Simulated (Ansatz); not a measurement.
Z-matrix (Å, degrees):
```
B
O 1 1.3321
H 2 0.9640 1 115.29
I 1 2.1267 2 118.18 3 180.00
I 1 2.1468 2 120.74 3 0.00
```
Charge 0, spin multiplicity 1.

Computed with frozen-core CCSD(T)/def2-TZVPP // CAM-B3LYP-D3(BJ)/def2-TZVP run with Ansatz (a quantum-chemistry and plane-wave program).

| Quantity | Result |
|---|---|
| HF energy | -693.60364 Ha |
| MP2 correlation energy | -1.33084 Ha |

Task: Estimate the CCSD correlation energy, the (T) correction, the total energy and the T1 diagnostic.

Result: 
```json
{
  "CCSD correlation energy": "-1.27295 Ha",
  "(T) correction": "-0.03571 Ha",
  "CCSD(T) total energy": "-694.91231 Ha",
  "T1 diagnostic": "0.010"
}
```
